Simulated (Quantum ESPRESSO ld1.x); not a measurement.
Results of a calculation; reference values are marked as such.
Q: All-electron atom: Fe+ in [Ar] 3d6 4s1. Level of theory: non-relativistic Kohn-Sham, exchange-only PBE, spin-unpolarised, spherical densities, point nucleus (ld1.x of Quantum ESPRESSO 7.5). Some entries of the table are withheld. Estimate them.

orbital  occ.  eigenvalue (hartree)  <r^2> (bohr^2)
1s          2              -255.104        0.004690
2s          2                   (1)         0.08606
2p          6                   (2)         0.06880
3s          2              -3.64749             (3)
3p          6              -2.46223          0.8768
3d          6              -0.55726           1.650
4s          1              -0.42543           8.907
4p          0              -0.25382             (4)
5s          0              -0.12148           55.02

A: 
(1) 2s eigenvalue (hartree): -29.9010
(2) 2p eigenvalue (hartree): -25.8445
(3) 3s <r^2> (bohr^2): 0.7764
(4) 4p <r^2> (bohr^2): 14.80
